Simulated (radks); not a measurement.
The tin anion Sn4-, [Xe], held by a Watson sphere: a shell of charge +4 at radius R that stands for the Madelung well of a crystal (potential energy -4/R inside, -4/r outside, in hartree with lengths in bohr). Calculated with a radial shooting solver on a logarithmic mesh with Libxc functionals: scalar-relativistic Kohn-Sham, r2SCAN, spin-polarised, spherical densities, finite nucleus; meta-GGA in the generalised Kohn-Sham scheme; Fermi nuclear charge, rms radius of each element as measured or else 0.836 A^(1/3) + 0.57 fm.

R (bohr) = 2.46: e(4d) (eV) -27.843; e(5s) (eV) -14.944; e(5p) (eV) -7.349; <r> 5p (bohr) 2.824; sum of <r^2> (bohr^2) 91.08; X-ray form factor at sin(theta)/lambda = 0.2 1/angstrom 40.217
R (bohr) = 3.52: e(4d) (eV) -24.754; e(5s) (eV) -11.541; e(5p) (eV) -5.612; <r> 5p (bohr) 3.381; sum of <r^2> (bohr^2) 117.8; X-ray form factor at sin(theta)/lambda = 0.2 1/angstrom 39.945
R (bohr) = 3.78: e(4d) (eV) -24.467; e(5s) (eV) -10.948; e(5p) (eV) -5.229; <r> 5p (bohr) 3.522; sum of <r^2> (bohr^2) 125.3; X-ray form factor at sin(theta)/lambda = 0.2 1/angstrom 39.956
R (bohr) = 4.35: e(4d) (eV) -24.082; e(5s) (eV) -9.923; e(5p) (eV) -4.494; <r> 5p (bohr) 3.838; sum of <r^2> (bohr^2) 142.6; X-ray form factor at sin(theta)/lambda = 0.2 1/angstrom 40.026
R (bohr) = 4.76: e(4d) (eV) -23.925; e(5s) (eV) -9.382; e(5p) (eV) -4.052; <r> 5p (bohr) 4.069; sum of <r^2> (bohr^2) 156.1; X-ray form factor at sin(theta)/lambda = 0.2 1/angstrom 40.089
R (bohr) = 5.76: e(4d) (eV) -23.749; e(5s) (eV) -8.579; e(5p) (eV) -3.243; <r> 5p (bohr) 4.644; sum of <r^2> (bohr^2) 193.2; X-ray form factor at sin(theta)/lambda = 0.2 1/angstrom 40.207
